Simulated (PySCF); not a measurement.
# Mayer bond orders and bond lengths

Compound: C6H16FNSi.
Numbering: `[CH3:1][CH2:2][CH2:3][C@H:4]([F:5])[SiH2:6][N:7]([CH3:8])[CH3:9]` (hydrogens: H10, H11, H12 on C1; H13, H14 on C2; H15, H16 on C3; H17 on C4; H18, H19 on Si6; H20, H21, H22 on C8; H23, H24, H25 on C9)

Structure used (GFN2-xTB), in Å, numbered top down from 1:
```
atom  x, y, z in Å
C1    -4.2377   -0.2457    0.3233
C2    -2.9000    0.4116    0.6356
C3    -1.7281   -0.3850    0.0628
C4    -0.3916    0.3058    0.2777
F5    -0.4019    1.5081   -0.4365
Si6    1.0944   -0.7538   -0.3075
N7     2.5281   -0.0564    0.3236
C8     3.7602   -0.8055    0.2943
C9     2.7652    1.3693    0.3752
H10   -4.2660   -1.2592    0.7180
H11   -4.3964   -0.2929   -0.7517
H12   -5.0541    0.3197    0.7667
H13   -2.7801    0.4983    1.7185
H14   -2.8820    1.4193    0.2156
H15   -1.6819   -1.3701    0.5294
H16   -1.8765   -0.5279   -1.0092
H17   -0.2959    0.6065    1.3277
H18    0.9797   -0.8617   -1.7728
H19    0.9988   -2.0814    0.3072
H20    4.3751   -0.5385    1.1577
H21    4.3396   -0.6012   -0.6134
H22    3.5424   -1.8689    0.3306
H23    3.3470    1.7099   -0.4886
H24    1.8244    1.9092    0.3877
H25    3.3262    1.6145    1.2817
```

Bond orders from the PBE0/pcSseg-1 density (PySCF). One conformer (not necessarily the lowest) at the GFN2-xTB geometry, without solvent, vibrations or thermal averaging.

Task: How far do the computed orders between heavy atoms stray from the drawn ones?

Result: The largest departure is 0.200, at C4–F5 (drawn single, 0.800). Drawn single, order below 0.88: C4–F5 (0.800) and C4–Si6 (0.842).

Task: Set the Mayer orders of the bonds between heavy atoms beside their lengths.

Result: 
| bond | drawn as | length (Å) | Mayer order |
| --- | --- | --- | --- |
| C1–C2 | single | 1.523 | 1.067 |
| C2–C3 | single | 1.528 | 1.024 |
| C3–C4 | single | 1.520 | 1.046 |
| C4–F5 | single | 1.398 | 0.800 |
| C4–Si6 | single | 1.917 | 0.842 |
| Si6–N7 | single | 1.715 | 1.001 |
| N7–C8 | single | 1.442 | 0.965 |
| N7–C9 | single | 1.446 | 0.952 |

Bonds between the same two heavy elements. C–C: lowest C2–C3 (1.024, 1.528 Å), highest C1–C2 (1.067, 1.523 Å); in 1 of the 3 pairs the longer bond (by over 0.003 Å) has the higher order (by 0.02 or more). C–N: all 2 within 0.02 of one another (0.952 to 0.965).

Task: And the bonds to hydrogen?

Result: C–H: 0.93 to 0.97 (14 bonds); H–Si: 0.89 to 0.92 (2 bonds).

Task: Sum the orders of all bonds at each heavy atom with more than one neighbour and set the sums beside the valence in the SMILES.

Result: C1 3.968 (drawn 4), C2 3.991 (drawn 4), C3 3.947 (drawn 4), C4 3.616 (drawn 4), Si6 3.652 (drawn 4), N7 2.918 (drawn 3), C8 3.850 (drawn 4), C9 3.832 (drawn 4). Orders between atoms that aren't bonded are not in these sums.

The Mayer order sums products of elements of PS (density times overlap matrix) between the two atoms' basis functions, so it depends on the basis set.

These values come from a run that also computed NMR shieldings. On one thread of an Arm Neoverse V1, on a shared host, this took 58 s and 1.1 GiB of memory at its peak.
